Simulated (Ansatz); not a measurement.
Ansatz (a first-principles code) input:

Ansatz 0.2 input:
```yaml
crystal:
  periodic: [false, false, false]
  atoms:
    - {symbol: Si, position_ang: [0.01124788, -0.00359113, -0.00247247]}
    - {symbol: O, position_ang: [1.51759205, -0.48452443, -0.33359132]}
    - {symbol: F, position_ang: [-0.60554121, -0.36198098, 1.34622113]}
    - {symbol: F, position_ang: [-0.76092620, 0.79825557, -1.04584945]}
basis:
  gaussian:
    orbitals: 6-31G*
hamiltonian:
  xc: {name: PBE0}
total_charge: 1
magnetization: {spin_polarized: true, initial_magnetization: 1}
```

Task: What final total energy does it print?

Result: -563.68096 Eh (PBE0/6-31G*).
